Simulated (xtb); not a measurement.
F₃Sn (SMILES [F][Sn]([F])[F]), doublet, from a rough starting geometry (GFN-xTB shapes and energies of metal compounds can be far from the true ones) (the spin is typed, not shown lowest); GFN2-xTB (xtb).

Here is a job for xtb.
```
$ xtb mol.xyz --gfn 2 --uhf 1 --opt vtight --json

# file mol.xyz
4

Sn    -0.09903837     0.06895284     0.28123103
F     -1.78287448    -1.22330405    -0.05272358
F      0.02943846     1.94449433    -0.96680642
F      1.86739586    -0.89607061     0.65050330
```

Output, abridged:

```
   ID    Z sym.   atoms
    1   50 Sn     1
    2    9 F      2-4

           -------------------------------------------------
          |                Calculation Setup                |
           -------------------------------------------------

           -------------------------------------------------
          |                 G F N 2 - x T B                 |
           -------------------------------------------------

          ...................................................
          :                      SETUP                      :
          :.................................................:
          :  # basis functions                  22          :
          :  # atomic orbitals                  21          :
          :  # shells                            9          :
          :  # electrons                        25          :
          :  max. iterations                   250          :
          :  Hamiltonian                  GFN2-xTB          :
          :  restarted?                      false          :
          :  GBSA solvation                  false          :
          :  PC potential                    false          :
          :  electronic temp.          300.0000000     K    :
          :  accuracy                    1.0000000          :
          :  -> integral cutoff          0.2500000E+02      :
          :  -> integral neglect         0.1000000E-07      :
          :  -> SCF convergence          0.1000000E-05 Eh   :
          :  -> wf. convergence          0.1000000E-03 e    :
          :  Broyden damping             0.4000000          :
          :  net charge                          0          :
          :  unpaired electrons                  1          :
          ...................................................

 iter      E             dE          RMSdq      gap      omega  full diag
   1    -12.9967923 -0.129968E+02  0.392E+01    1.70       0.0  T
   2    -14.1942075 -0.119742E+01  0.260E+01    8.17       1.0  T
   3    -16.2319349 -0.203773E+01  0.767E+00    7.32       1.0  T
   4    -16.2596061 -0.276712E-01  0.770E+00    7.09       1.0  T
   5    -16.3445084 -0.849023E-01  0.788E+00    6.20       1.0  T
   6    -16.2677962  0.767121E-01  0.677E+00    5.27       1.0  T
   7    -16.3778906 -0.110094E+00  0.404E+00    5.76       1.0  T
   8    -16.3835206 -0.563003E-02  0.341E+00    5.79       1.0  T
   9    -16.3848419 -0.132125E-02  0.196E+00    5.77       1.0  T
[...]
         :: total energy             -16.387265163621 Eh    ::
 * total energy  :   -16.3872652 Eh     change       -0.2269118E-09 Eh
 * total energy  :   -16.3880510 Eh     change       -0.7857864E-03 Eh
 * total energy  :   -16.3881171 Eh     change       -0.6611384E-04 Eh
 * total energy  :   -16.3881245 Eh     change       -0.7403629E-05 Eh
 * total energy  :   -16.3881272 Eh     change       -0.2770109E-05 Eh
 * total energy  :   -16.3881276 Eh     change       -0.4036647E-06 Eh
 * total energy  :   -16.3881278 Eh     change       -0.1999174E-06 Eh
 * total energy  :   -16.3881279 Eh     change       -0.1032323E-06 Eh
 * total energy  :   -16.3881280 Eh     change       -0.5796973E-07 Eh
   *** GEOMETRY OPTIMIZATION CONVERGED AFTER 9 ITERATIONS ***
         :: total energy             -16.388128002587 Eh    ::
[...]
        20                          0.1394626               3.7950
        21                          0.1397359               3.8024
      -------------------------------------------------------------
                  HL-Gap            0.2201501 Eh            5.9906 eV
             Fermi-level           -0.4349396 Eh          -11.8353 eV

     #   Z          covCN         q      C6AA      α(0)
     1  50 Sn       1.985     0.758   416.128    43.750
     2   9 F        0.662    -0.253    11.815     4.057
     3   9 F        0.662    -0.253    11.815     4.057
     4   9 F        0.662    -0.253    11.815     4.057

 Mol. C6AA /au·bohr⁶  :        891.493651
 Mol. C8AA /au·bohr⁸  :      71149.993342
 Mol. α(0) /au        :         55.921610

Wiberg/Mayer (AO) data.
largest (>0.10) Wiberg bond orders for each atom

 ---------------------------------------------------------------------------
     #   Z sym  total        # sym  WBO       # sym  WBO       # sym  WBO
 ---------------------------------------------------------------------------
     1  50 Sn   2.329 --     4 F    0.776     3 F    0.776     2 F    0.776
     2   9 F    1.153 --     1 Sn   0.776     3 F    0.188     4 F    0.188
     3   9 F    1.153 --     1 Sn   0.776     2 F    0.188     4 F    0.188
     4   9 F    1.153 --     1 Sn   0.776     2 F    0.188     3 F    0.188
 ---------------------------------------------------------------------------

Topologies differ in total number of bonds
Writing topology from bond orders to xtbtopo.mol

molecular dipole:
                 x           y           z       tot (Debye)
 q only:       -0.104       0.185       0.444
   full:       -0.168       0.298       0.717       2.020
molecular quadrupole (traceless):
                xx          xy          yy          xz          yz          zz
 q only:       -2.777      -0.760      -1.855      -1.825       3.243       4.633
  q+dip:       -3.058      -0.836      -2.052      -2.014       3.564       5.110
   full:       -4.918      -1.346      -3.283      -3.231       5.746       8.201

optimized geometry written to: xtbopt.xyz

           -------------------------------------------------
          | TOTAL ENERGY              -16.388128002587 Eh   |
          | GRADIENT NORM               0.000016984924 Eh/α |
          | HOMO-LUMO GAP               5.990587843681 eV   |
           -------------------------------------------------

normal termination of xtb
```
